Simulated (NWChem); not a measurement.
System: H2Se anion, doublet; SMILES of the neutral closed-shell parent [SeH2]

NWChem input:

```
start job
memory heap 200 mb stack 900 mb global 1100 mb
charge -1
geometry units angstroms
  Se     0.000232     0.024977     0.000851
  H     -1.038268    -0.964823    -0.024549
  H      1.020132    -0.991823    -0.042149
end
basis spherical
  * library def2-svpd
end
dft
  odft
  mult 2
  xc b3lyp
  iterations 150
end
driver
  maxiter 120
end
task dft optimize
task dft freq
```

Output (shortened):

```
             Northwest Computational Chemistry Package (NWChem) 7.3.0
             --------------------------------------------------------

 CS  symmetry detected

                             Geometry "geometry" -> ""
                             -------------------------

 Output coordinates in angstroms (scale by  1.889725989 to convert to a.u.)

  No.       Tag          Charge          X              Y              Z
 ---- ---------------- ---------- -------------- -------------- --------------
    1 Se                  34.0000     0.05568346     0.00317060     0.00000000
    2 H                    1.0000    -1.00088280     0.97399457     0.00000000
    3 H                    1.0000    -0.89235491    -1.08179506     0.00000000

 Effective nuclear repulsion energy (a.u.)      25.2837034449

      Symmetry information
      --------------------

 Group name             Cs
 Group number              2
 Group order               2
 No. of unique centers     3

                                Z-matrix (autoz)
                                --------

 Units are Angstrom for bonds and degrees for angles

      Type          Name      I     J     K     L     M      Value
      ----------- --------  ----- ----- ----- ----- ----- ----------
    1 Stretch                  1     2                       1.43486
    2 Stretch                  1     3                       1.44081
    3 Bend                     2     1     3                91.43147

                           NWChem Geometry Optimization
                           ----------------------------

 maximum gradient threshold         (gmax) =   0.000450
 rms gradient threshold             (grms) =   0.000300
 maximum cartesian step threshold   (xmax) =   0.001800
 rms cartesian step threshold       (xrms) =   0.001200
 fixed trust radius                (trust) =   0.300000
 source of zmatrix                         =   autoz

          -------------------
          Energy Minimization
          -------------------

 Using diagonal initial Hessian
 Scaling for Hessian diagonals: bonds = 1.00  angles = 0.25  torsions = 0.10

          --------
          Step   0

                                 NWChem DFT Module
                                 -----------------

 Summary of "ao basis" -> "ao basis" (spherical)
 ------------------------------------------------------------------------------
       Tag                 Description            Shells   Functions and Types
 ---------------- ------------------------------  ------  ---------------------
 Se                        def2-svpd                15       41   6s5p4d
 H                         def2-svpd                 4        8   2s2p

      Symmetry analysis of basis
      --------------------------

        a'         40
        a"         17

            General Information
            -------------------
          SCF calculation type: DFT
          Wavefunction type:  spin polarized.
          No. of atoms     :     3
          No. of electrons :    37
           Alpha electrons :    19
            Beta electrons :    18
          Charge           :    -1
          Spin multiplicity:     2
          Use of symmetry is: on ; symmetry adaption is: on
          Maximum number of iterations: 150
          AO basis - number of functions:    57
                     number of shells:    23
          Convergence on energy requested:  1.00D-06
          Convergence on density requested:  1.00D-05
          Convergence on gradient requested:  5.00D-04

              XC Information
              --------------
                         B3LYP Method XC Potential
                     Hartree-Fock (Exact) Exchange  0.200
                        Slater Exchange Functional  0.800 local
                    Becke 1988 Exchange Functional  0.720 non-local
              Lee-Yang-Parr Correlation Functional  0.810
                  VWN I RPA Correlation Functional  0.190 local

             Grid Information
             ----------------
          Grid used for XC integration:  medium
          Radial quadrature: Mura-Knowles
          Angular quadrature: Lebedev.
          Tag              B.-S. Rad. Rad. Pts. Rad. Cut. Ang. Pts.
          ---              ---------- --------- --------- ---------
          Se                  1.15      112           9.0       590
          H                   0.35       45           8.0       434
          Grid pruning is: on
          Number of quadrature shells:   202
          Spatial weights used:  Erf1

      Superposition of Atomic Density Guess
      -------------------------------------

 Sum of atomic energies:       -2400.51241881

 Renormalizing density from      36.00 to     37

      Non-variational initial energy
      ------------------------------

 Total energy =   -2440.465591
 1-e energy   =   -3487.947638
 2-e energy   =    1022.198344
 HOMO         =       0.251143
 LUMO         =       0.255379

   Symmetry analysis of molecular orbitals - initial alpha
   -------------------------------------------------------

  Numbering of irreducible representations:

     1 a'          2 a"

  Orbital symmetries:

     1 a'          2 a'          3 a'          4 a'          5 a"
     6 a'          7 a'          8 a'          9 a"         10 a'
    11 a'         12 a'         13 a"         14 a"         15 a'
    16 a'         17 a'         18 a"         19 a'         20 a'
    21 a'         22 a"         23 a'         24 a'         25 a'
    26 a"         27 a"         28 a'         29 a'

   Symmetry analysis of molecular orbitals - initial beta
   ------------------------------------------------------

  Numbering of irreducible representations:

     1 a'          2 a"

  Orbital symmetries:

     1 a'          2 a'          3 a'          4 a'          5 a"
     6 a'          7 a'          8 a'          9 a"         10 a'
    11 a'         12 a'         13 a"         14 a"         15 a'
    16 a'         17 a'         18 a"         19 a'         20 a'
    21 a'         22 a"         23 a'         24 a'         25 a'
    26 a"         27 a"         28 a'         29 a'

[...]

      ----------------------
      Optimization converged
      ----------------------

  Step       Energy      Delta E   Gmax     Grms     Xrms     Xmax
  ---- ---------------- -------- -------- -------- -------- --------
@    9   -2402.46442494 -5.1D-08  0.00003  0.00002  0.00065  0.00127
                                     ok       ok       ok       ok

                                Z-matrix (autoz)
                                --------

 Units are Angstrom for bonds and degrees for angles

      Type          Name      I     J     K     L     M      Value     Gradient
      ----------- --------  ----- ----- ----- ----- ----- ---------- ----------
    1 Stretch                  1     2                       1.66244    0.00002
    2 Stretch                  1     3                       1.68130   -0.00003
    3 Bend                     2     1     3               139.40750    0.00001

                         Geometry "geometry" -> "geometry"
                         ---------------------------------

 Output coordinates in angstroms (scale by  1.889725989 to convert to a.u.)

  No.       Tag          Charge          X              Y              Z
 ---- ---------------- ---------- -------------- -------------- --------------
    1 Se                  34.0000    -0.22677612    -0.00819196     0.00000000
    2 H                    1.0000    -0.88646869     1.51775240     0.00000000
    3 H                    1.0000    -0.72430945    -1.61419032     0.00000000

 Effective nuclear repulsion energy (a.u.)      21.6926677269

      Symmetry information
      --------------------

 Group name             Cs
 Group number              2
 Group order               2
 No. of unique centers     3

                Final and change from initial internal coordinates
                --------------------------------------------------

                                Z-matrix (autoz)
                                --------

 Units are Angstrom for bonds and degrees for angles

      Type          Name      I     J     K     L     M      Value       Change
      ----------- --------  ----- ----- ----- ----- ----- ---------- ----------
    1 Stretch                  1     2                       1.66244    0.22758
    2 Stretch                  1     3                       1.68130    0.24049
    3 Bend                     2     1     3               139.40750   47.97603

[second-derivative integrals and response iterations left out]

  Vibrational analysis via the FX method

  See chapter 2 in "Molecular Vibrations" by Wilson, Decius and Cross

  Vib: Default input used

 ---------------------------- Atom information ----------------------------
     atom    #        X              Y              Z            mass
 --------------------------------------------------------------------------
    Se       1 -4.2854472D-01 -1.5480567D-02  0.0000000D+00  7.8918300D+01
    H        2 -1.6751829D+00  2.8681362D+00  0.0000000D+00  1.0078250D+00
    H        3 -1.3687464D+00 -3.0503774D+00  0.0000000D+00  1.0078250D+00
 --------------------------------------------------------------------------

[unprojected Hessian and modes left out]

        Vibrational analysis via the FX method
  --- with translations and rotations projected out ---
  --- via the Eckart algorithm                      ---
 Projected Nuclear Hessian trans-rot subspace norm:3.3461D-35
                         (should be close to zero!)

[projected Hessian left out]

 Rotational Constants
 --------------------
 A=  25.505800 cm-1  ( 36.696337 K)
 B=   3.401219 cm-1  (  4.893486 K)
 C=   3.001029 cm-1  (  4.317715 K)

 Temperature                      =   298.15K
 frequency scaling parameter      =   1.0000

 Zero-Point correction to Energy  =    3.104 kcal/mol  (  0.004946 au)
 Thermal correction to Energy     =    4.987 kcal/mol  (  0.007948 au)
 Thermal correction to Enthalpy   =    5.580 kcal/mol  (  0.008892 au)

 Total Entropy                    =   54.034 cal/mol-K
   - Translational                =   39.070 cal/mol-K (mol. weight =  80.9339)
   - Rotational                   =   14.485 cal/mol-K (symmetry #  =        1)
   - Vibrational                  =    0.480 cal/mol-K

 Cv (constant volume heat capacity) =    7.072 cal/mol-K
   - Translational                  =    2.979 cal/mol-K
   - Rotational                     =    2.979 cal/mol-K
   - Vibrational                    =    1.114 cal/mol-K

[normal modes left out]

 ----------------------------------------------------------------------------
 Normal Eigenvalue ||           Projected Infra Red Intensities
  Mode   [cm**-1]  || [atomic units] [(debye/angs)**2] [(KM/mol)] [arbitrary]
 ------ ---------- || -------------- ----------------- ---------- -----------
    1     -156.131 ||    2.264170          52.236      2207.225      83.290
    2       -0.000 ||    0.000346           0.008         0.337       0.013
    3       -0.000 ||    0.012153           0.280        11.848       0.447
    4        0.000 ||    0.010975           0.253        10.699       0.404
    5        0.000 ||    0.000799           0.018         0.779       0.029
    6        0.000 ||    0.001657           0.038         1.615       0.061
    7        0.000 ||    0.012394           0.286        12.083       0.456
    8      587.464 ||    0.001736           0.040         1.692       0.064
    9     1584.719 ||    0.142343           3.284       138.763       5.236
 ----------------------------------------------------------------------------

 ===============================================================================
      Negative Nuclear Hessian Mode    1  Eigenvalue =   -156.13 cm**(-1)
 -------------------------------------------------------------------------------
   Raw step length:  0.521 angstroms ;  The Raw step for this mode is:
    1 Se                  34.0000     0.00007659    -0.00882918    -0.00000000
    2 H                    1.0000    -0.13001159     0.33038482    -0.00000000
    3 H                    1.0000     0.12401384     0.36098899    -0.00000000

  Geometry after  100.0% step for mode  1; Step length =  0.521 angstroms
   Maximum component (any atom: x,y, or z) displacement:  0.682
    1 Se                  34.0000    -0.22669952    -0.01702114     0.00000000
    2 H                    1.0000    -1.01648027     1.84813723     0.00000000
    3 H                    1.0000    -0.60029561    -1.25320133     0.00000000

  Geometry after -100.0% step for mode  1; Step length =  0.521 angstroms
   Maximum component (any atom: x,y, or z) displacement:  0.682
    1 Se                  34.0000    -0.22685271     0.00063722     0.00000000
    2 H                    1.0000    -0.75645710     1.18736758     0.00000000
    3 H                    1.0000    -0.84832329    -1.97517931     0.00000000

  Geometry after   50.0% step for mode  1; Step length =  0.261 angstroms
   Maximum component (any atom: x,y, or z) displacement:  0.341
    1 Se                  34.0000    -0.22673782    -0.01260655     0.00000000
    2 H                    1.0000    -0.95147448     1.68294481     0.00000000
    3 H                    1.0000    -0.66230253    -1.43369582     0.00000000

  Geometry after  -50.0% step for mode  1; Step length =  0.261 angstroms
   Maximum component (any atom: x,y, or z) displacement:  0.341
    1 Se                  34.0000    -0.22681441    -0.00377737     0.00000000
    2 H                    1.0000    -0.82146289     1.35255999     0.00000000
    3 H                    1.0000    -0.78631637    -1.79468481     0.00000000

  Geometry after   29.3% step for mode  1; Step length =  0.153 angstroms
   Maximum component (any atom: x,y, or z) displacement:  0.200
    1 Se                  34.0000    -0.22675366    -0.01078052     0.00000000
    2 H                    1.0000    -0.92458573     1.61461526     0.00000000
    3 H                    1.0000    -0.68795083    -1.50835487     0.00000000

  Geometry after  -29.3% step for mode  1; Step length =  0.153 angstroms
   Maximum component (any atom: x,y, or z) displacement:  0.200
    1 Se                  34.0000    -0.22679857    -0.00560341     0.00000000
    2 H                    1.0000    -0.84835164     1.42088954     0.00000000
    3 H                    1.0000    -0.76066807    -1.72002577     0.00000000

  Geometry after   14.7% step for mode  1; Step length =  0.076 angstroms
   Maximum component (any atom: x,y, or z) displacement:  0.100
    1 Se                  34.0000    -0.22676489    -0.00948624     0.00000000
    2 H                    1.0000    -0.90552721     1.56618383     0.00000000
    3 H                    1.0000    -0.70613014    -1.56127259     0.00000000

  Geometry after  -14.7% step for mode  1; Step length =  0.076 angstroms
   Maximum component (any atom: x,y, or z) displacement:  0.100
    1 Se                  34.0000    -0.22678735    -0.00689769     0.00000000
    2 H                    1.0000    -0.86741016     1.46932097     0.00000000
    3 H                    1.0000    -0.74248876    -1.66710804     0.00000000
```

Level: B3LYP/def2-SVPD, spin-unrestricted. This build's default masses of Se (78.918 u) and Br (79.917 u) are each other's, which moves their modes by up to 0.6 %. This spin state was assumed; another may lie lower. The highest occupied level is positive, so the extra electron may be held by the finite basis. The optimisation ended at a saddle point (imaginary frequency).
